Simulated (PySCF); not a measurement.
C3H3F3, SMILES C1[C@H](F)C1(F)F.

Geometry: r2SCAN-D4/def2-SVP. The structure was generated by enumeration; whether it is a known compound was not checked.

Two levels are set side by side: PBE/def2-TZVP (PySCF) and M06-2X/def2-TZVP (PySCF). Same geometry, gas phase. Differences are taken from unrounded values.

```json
[
 {"quantity": "orbital gap (eV)", "M06-2X": "11.68", "PBE": "6.68", "PBE minus M06-2X": "-5.00"},
 {"quantity": "highest occupied level (eV)", "M06-2X": "-9.95", "PBE": "-6.85", "PBE minus M06-2X": "3.09"},
 {"quantity": "lowest empty level (eV)", "M06-2X": "1.73", "PBE": "-0.18", "PBE minus M06-2X": "-1.91"},
 {"quantity": "dipole moment (D)", "M06-2X": "2.33", "PBE": "2.07", "PBE minus M06-2X": "-0.26"},
 {"quantity": "mean polarisability (bohr³)", "M06-2X": "35.0", "PBE": "36.8", "PBE minus M06-2X": "1.9"}
]
```

Without exact exchange PBE keeps part of each electron's self-repulsion, which lifts occupied levels and narrows the gap. PBE's more diffuse valence density responds more strongly to a field. Differences between two approximate levels are no errors against the true value.

Rough cost on one machine, each run with all the roots and properties that it gave: M06-2X against PBE about 3 times.
